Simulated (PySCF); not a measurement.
Species: C₅H₈N₂O.
Geometry (GFN2-xTB, Å), atoms numbered from 1 in this order:
```xyz
16
C5H8N2O angstrom
C     -2.9788   -0.6016    0.3105
N     -1.7948   -0.4270    0.6936
C     -0.6903   -0.5655   -0.1437
C     -0.5789   -1.4592   -1.1288
N      0.3274    0.2942    0.2866
C      1.5742    0.4683   -0.2387
C      2.3932    1.4700    0.5508
O      1.9859   -0.1027   -1.2210
H     -3.2759   -0.8254   -0.7167
H     -3.7658   -0.5165    1.0459
H     -1.3996   -2.1104   -1.3695
H      0.3364   -1.5726   -1.6757
H      0.0750    0.8202    1.1122
H      1.8889    2.4336    0.5776
H      2.5312    1.1169    1.5707
H      3.3644    1.5864    0.0794
```

Computed with PBE0/pcSseg-1 in PySCF (dipole) on a GFN2-xTB geometry, gas phase.

Masses are those of the commonest isotopes; rigid-rotor values at the optimised geometry. The values belong to one conformer with, in the numbering `[CH2:1]=[N:2][C:3](=[CH2:4])[NH:5][C:6]([CH3:7])=[O:8]`, C1–N2–C3–C4 -35°, N2–C3–N5–C6 179°, C3–N5–C6–C7 -178°.

Give the principal moments of inertia and the rotational constants in MHz.

Ia = 101.89, Ib = 420.33, Ic = 513.26 u·Å²; 505379 MHz·u·Å²/I gives A = 4960, B = 1202, C = 984.6 MHz.

What kind of rotor is it?

An asymmetric top; Ray's κ = -0.890.

Is it planar, by Δ = Ic − Ia − Ib?

Not planar: Δ = Ic − Ia − Ib = -8.96 u·Å². For a rigid frame Δ = −2 Σ m c², so Σ m c² = 4.48 u·Å² lies off the ab plane: 2.39 from hydrogen and 2.09 from heavier atoms. The atom farthest from that plane is 0.93 Å away.

Predict some low-J microwave lines.

The dipole components are |μa| = 1.92 D, |μb| = 2.69 D, |μc| = 0.47 D. Intensities carry the squares of the components, which stand as 0.51 : 1.00 : 0.03 (a : b : c). Some lines, for components of 0.1 D or more:

```
type  branch         J(Ka,Kc)    MHz  lower level (cm⁻¹)
   a       Q  2(1,1) ← 2(1,2)    653               0.337
   a       R  1(0,1) ← 0(0,0)   2187               0.000
   b       Q  1(1,0) ← 1(0,1)   3975               0.073
   a       R  2(1,2) ← 1(1,1)   4156               0.198
   a       R  2(0,2) ← 1(0,1)   4365               0.073
   a       R  2(1,1) ← 1(1,0)   4592               0.206
   b       R  1(1,1) ← 0(0,0)   5945               0.000
   c       R  1(1,0) ← 0(0,0)   6162               0.000
   c       R  2(1,1) ← 1(0,1)   8567               0.073
   b       R  2(2,1) ← 1(1,0)  15864               0.206
   c       R  2(2,0) ← 1(1,0)  15874               0.206
   c       R  2(2,1) ← 1(1,1)  16082               0.198
```

No GFN2-xTB frequencies stand behind this structure, so it isn't proved a minimum. Zero-point vibration and centrifugal distortion are left out. A rigid rotor knows nothing of internal rotation, which can split or shift real lines. Quadrupole hyperfine structure (14N) is left out.
